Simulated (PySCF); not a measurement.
## Potential energy of SmS along the bond

Set-up: PySCF, spin-free X2C with a Gaussian nucleus, basis sets Sm x2c-TZVPall, S x2c-TZVPall. Energies in eV from Sm (4f6 6s2) + S in their ground configurations at the same level. State: septet, about 5.9 electrons in the 4f shell (Mulliken), real f orbitals that mix terms.

All columns are PBE0. A positive dipole means Sm(−)S(+).

```csv
R (Å),E (eV),μ (D),Mulliken charge on Sm (basis-dependent),HOMO (eV),LUMO (eV),Mayer bond order,⟨S²⟩
2.060,-2.925,-5.85,0.50,-4.08,-1.77,2.34,12.04
2.155,-3.601,-6.98,0.56,-4.19,-1.88,2.25,12.03
2.251,-3.980,-8.04,0.61,-4.33,-1.99,2.18,12.03
2.323,-4.117,-8.76,0.63,-4.46,-2.08,2.15,12.03
2.395,-4.157,-9.39,0.65,-4.60,-2.16,2.12,12.03
2.467,-4.119,-9.95,0.65,-4.75,-2.24,2.10,12.03
2.563,-3.977,-10.56,0.66,-4.68,-2.36,2.08,12.03
2.682,-3.698,-11.14,0.66,-4.54,-2.50,2.06,12.04
2.826,-3.278,-11.53,0.65,-4.43,-2.66,2.01,12.08
3.018,-2.683,-11.18,0.63,-4.45,-2.82,1.80,12.26
```

A fit through these points gives, at Re = 2.393 Å, μ = -9.38 D and dμ/dR = -8.32 D/Å; the reduced mass is 26.41 u.

Task: How strong is the fundamental in the double-harmonic approximation, I = 42.26·(dμ/dR)²/μred km/mol?

Result: I = 42.26·(-8.32)²/26.41 = 111 km/mol at PBE0.

⟨S²⟩ of the unrestricted solution departs from its pure value on part of the curve, where spin states mix. These are scalar-relativistic numbers at best; spin–orbit coupling would shift them, the dissociation energy most. With d or f electrons several states lie close, and the lowest PBE0 determinant need not be the measured ground state.
